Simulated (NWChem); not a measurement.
System: HTeOI; SMILES O[Te]I

Here is an NWChem input.

```
start job
memory heap 200 mb stack 900 mb global 1100 mb
geometry units angstroms noautosym nocenter noautoz
  Te     0.258630     1.186461    -0.018585
  I      0.041575    -1.518460     0.011823
  O     -1.652827     1.714550     0.088176
  H     -2.007161     1.694160    -0.811585
end
basis spherical
  * library def2-svpd
end
ecp
  Te library def2-ecp
  I library def2-ecp
end
dft
  xc b3lyp
  iterations 150
end
property
  response 1 0.0
end
task dft property
```

All runs use the structure optimised with PBE0/def2-SVP. No frequency run checked for a minimum. def2 effective core potentials on Te, I; no spin-orbit coupling.

Static field.

### Question
What results follow from this input? (B3LYP/def2-SVPD with def2 effective core potentials on Te, I.) Quantities: isotropic polarisability (bohr³); anisotropy (bohr³).

### Answer
```json
{
 "isotropic polarisability (bohr³)": "84.6",
 "anisotropy (bohr³)": "44.9"
}
```
